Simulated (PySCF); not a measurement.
C4H13FSi2, SMILES C[Si](C)(C)[SiH2]CF (GFN2-xTB optimised geometry):

```
20

C      1.597     0.539     0.000
Si    -0.318     0.539     0.000
C     -0.917    -0.297    -1.611
C     -0.913     2.355     0.000
Si    -1.147    -0.570     1.881
C     -0.230    -2.255     2.039
F     -0.201    -2.893     0.809
H      1.998     1.084    -0.850
H      1.996     0.999     0.900
H      1.985    -0.474    -0.052
H     -0.639    -1.346    -1.627
H     -1.998    -0.244    -1.705
H     -0.488     0.171    -2.493
H     -0.565     2.888     0.880
H     -0.552     2.893    -0.872
H     -1.998     2.414    -0.008
H     -2.578    -0.907     1.842
H     -0.925     0.053     3.195
H     -0.712    -2.950     2.730
H      0.813    -2.140     2.342
```

Computed with B3LYP/def2-SVP (PySCF).

Question: What are the frontier orbital energies and the dipole moment?

Answer: HOMO-2 -8.27 eV, HOMO-1 -8.05 eV, HOMO -7.48 eV, LUMO 0.24 eV, LUMO+1 0.56 eV; dipole moment 1.26 D.

Meta-Löwdin charges at B3LYP/def2-SVP: C1 -0.53, Si2 0.69, C3 -0.53, C4 -0.53, Si5 0.35, C6 -0.10, F7 -0.32, H8 0.11, H9 0.10, H10 0.11, H11 0.11, H12 0.11, H13 0.11, H14 0.11, H15 0.11, H16 0.11, H17 -0.10, H18 -0.10, H19 0.10, H20 0.10.
